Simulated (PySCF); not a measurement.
A GIAO shielding run with PySCF (density fitting, non-relativistic, gas phase) on `CC[C@@H](C#N)[SiH2]OC(C)=O`, C$_{6}$H$_{11}$NO$_{2}$Si:

```
{"job": {"kind": "nmr", "xc": "PBE0", "basis": "pcSseg-1"}, "charge": 0, "multiplicity": 1}
C     -3.573546    -0.128078     0.356829
C     -2.325493     0.671196    -0.000118
C     -1.037963    -0.100788     0.306579
C     -0.965491    -1.292390    -0.486628
N     -0.903685    -2.231880    -1.137864
Si     0.502160     0.980992    -0.035186
O      1.731013    -0.085948     0.261143
C      2.997605     0.291878     0.080155
C      3.970587    -0.825342     0.299190
O      3.275222     1.417160    -0.229906
H     -3.590962    -0.360348     1.419876
H     -3.596481    -1.062561    -0.199538
H     -4.469314     0.439047     0.115171
H     -2.312163     1.607164     0.561195
H     -2.346036     0.924417    -1.061580
H     -1.047852    -0.411552     1.357259
H      0.550663     2.082944     0.920403
H      0.549704     1.419145    -1.423805
H      3.816497    -1.251808     1.287652
H      4.988121    -0.460799     0.198208
H      3.778493    -1.605506    -0.434802
```

Hardware: 1 thread of an x86-64 server CPU, shared host. The job also computes population analyses, field gradients.

(1) How large is the calculation?

(2) How long does it take?

Results:

(1) 84 electrons, 232 basis functions and 1219 auxiliary functions.

(2) 42 s of wall time, with 16 SCF cycles and 5 response iterations. Times on a shared host scatter by some tens of per cent.
